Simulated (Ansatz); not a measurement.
Energy profile

The step: SnH₂O ([OH][SnH]) + H₂ → SnH₄O ([OH2][SnH2]); bonds formed: Sn1–H4, O2–H3; bonds broken: H3–H4; bonds weakened to dative contacts: Sn1–O2 (atoms numbered as in the saddle structure below).

```json
{"atom": "Sn1", "x (Å)": "-0.4072", "y (Å)": "1.2288", "z (Å)": "-0.4810"}
{"atom": "O2", "x (Å)": "1.1034", "y (Å)": "-0.0574", "z (Å)": "0.4199"}
{"atom": "H3", "x (Å)": "-0.1499", "y (Å)": "-0.2734", "z (Å)": "0.8854"}
{"atom": "H4", "x (Å)": "-1.0799", "y (Å)": "-0.0599", "z (Å)": "0.9684"}
{"atom": "H5", "x (Å)": "-0.8311", "y (Å)": "-0.0459", "z (Å)": "-1.6501"}
{"atom": "H6", "x (Å)": "1.3647", "y (Å)": "-0.7922", "z (Å)": "-0.1427"}
```

Electronic energies by CCSD(T) at an estimated basis limit (MP2 extrapolated from triple and quadruple zeta, plus CCSD(T) − MP2 in triple zeta), on PBE0-D4/def2-TZVP structures; SnH₄O, closed shell; no counterpoise correction. Program: Ansatz 0.2.0. Basis: def2-TZVPP and def2-QZVPP. Cores are frozen in the correlated methods. Filled d shells of the heavier atoms are correlated. Core potentials replace the inner electrons of the atoms past krypton. The def2 sets are not built for correlating such inner shells, so the correlated values are less sure here. Extrapolation: Hartree–Fock as exp(−7.88 √X), correlation as X^−2.97.

(1) Give the profile in kcal/mol, counted from the separated reactants. (Judge from chemistry; the value comes from the calculation.)

The T1 diagnostic stays at or below 0.019.

Answers

(1) By the calculation:
```csv
point,kcal/mol
"separated: SnH₂O (linked as [OH][SnH]; Sn1, O2, H5, H6; singlet) + H₂ (H3, H4; singlet)",0.00
start structure,-1.48
saddle,21.53
end structure,0.22
```

For scale, one of the runs: CCSD(T)/def2-TZVPP, 137 basis functions, launched by `ansatz run in.yaml --threads 2 --pin off --events-out ev --progress --plain --max-ram 4352MiB`. Time: 9.5 s of wall clock on 2 CPU threads of an Intel Xeon 6975P-C; the host was shared. Peak host memory: 0.9 GiB.
